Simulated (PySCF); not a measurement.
copper atom (Cu), doublet; HF/def2-SV(P) (PySCF).

Here is a job for PySCF.
```python
from pyscf import gto, scf

mol = gto.Mole()
mol.atom = '''
    Cu    0.000000    0.000000    0.000000
'''
mol.basis = 'def2-sv(p)'
mol.charge = 0
mol.spin = 1
mol.verbose = 4
mol.build()

mf = scf.UHF(mol)
mf.kernel()
```

Task: Write the output that PySCF gives for this input, abridged.

Result: 
```
PySCF version 2.14.0

[INPUT] verbose = 4
[INPUT] num. atoms = 1
[INPUT] num. electrons = 29
[INPUT] charge = 0
[INPUT] spin (= nelec alpha-beta = 2S) = 1
[INPUT] symmetry False subgroup None
[INPUT] Mole.unit = angstrom
[INPUT] Symbol           X                Y                Z      unit          X                Y                Z       unit  Magmom
[INPUT]  1 Cu     0.000000000000   0.000000000000   0.000000000000 AA    0.000000000000   0.000000000000   0.000000000000 Bohr   0.0

nuclear repulsion = 0
number of shells = 10
number of NR pGTOs = 66
number of NR cGTOs = 24
basis = def2-sv(p)
ecp = {}

******** <class 'pyscf.scf.uhf.UHF'> ********
method = UHF
initial guess = minao
damping factor = 0
level_shift factor = 0
DIIS = <class 'pyscf.scf.diis.CDIIS'>
diis_start_cycle = 1
diis_space = 8
diis_damp = 0
SCF conv_tol = 1e-09
SCF conv_tol_grad = None
SCF max_cycles = 50
direct_scf = True
direct_scf_tol = 1e-13
number electrons alpha = 15  beta = 14
Set gradient conv threshold to 3.16228e-05
init E= -1638.23986929208

cycle= 1 E= -1638.68502007988  delta_E= -0.445  |g|= 0.0868  |ddm|= 0.652
cycle= 2 E= -1638.68648961  delta_E= -0.00147  |g|= 0.0814  |ddm|= 0.176
cycle= 3 E= -1638.6883835988  delta_E= -0.00189  |g|= 0.00843  |ddm|= 0.0392
cycle= 4 E= -1638.68858092133  delta_E= -0.000197  |g|= 0.00143  |ddm|= 0.0855
cycle= 5 E= -1638.68858364649  delta_E= -2.73e-06  |g|= 0.000277  |ddm|= 0.0106
cycle= 6 E= -1638.68858382926  delta_E= -1.83e-07  |g|= 2.84e-05  |ddm|= 0.0025
cycle= 7 E= -1638.68858383181  delta_E= -2.55e-09  |g|= 4.61e-07  |ddm|= 0.000354
cycle= 8 E= -1638.68858383181  delta_E= -6.82e-13  |g|= 1.03e-08  |ddm|= 1.82e-06
Extra cycle  E= -1638.68858383181  delta_E= 4.55e-13  |g|= 7.18e-09  |ddm|= 1.25e-08
converged SCF energy = -1638.68858383181  <S^2> = 0.75054599  2S+1 = 2.0005459
```
